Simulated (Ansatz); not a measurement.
Wavefunction ladder for ClGeH2O (`[O][GeH2][Cl]`) radical

Cartesian coordinates in Å:
```
O 0.2732 1.3833 1.0459
Ge -0.1007 0.0494 -0.0739
Cl 1.1851 -1.6283 0.2868
H 0.1822 0.5740 -1.4840
H -1.5398 -0.3783 0.2252
```

The species carries charge 0 and has multiplicity 2. Correlated methods include outer-core shells of Ge, which these sets cover unevenly. Scalar relativity is left out up to krypton. The structure was optimised at the PBE0-D4/def2-TZVP level. Frozen core, unrestricted reference, Ansatz.

| basis | HF (Eh) | MP2 corr. | CCSD corr. | (T) | CCSD(T) total |
| --- | --- | --- | --- | --- | --- |
| def2-SVP | -2610.42936 | -0.49823 | ? | -0.01222 | ? |
| def2-TZVPP | ? | -0.62535 | ? | ? | ? |
| def2-QZVPP | -2611.01250 | -0.92554 | – | – | – |

Q: Fill in the withheld values. (An estimate is asked.)

A: Ansatz gave: def2-SVP CCSD corr.: -0.52637; def2-SVP CCSD(T) total: -2610.96795; def2-TZVPP HF (Eh): -2610.95380; def2-TZVPP CCSD corr.: -0.65939; def2-TZVPP (T): -0.02410; def2-TZVPP CCSD(T) total: -2611.63729.
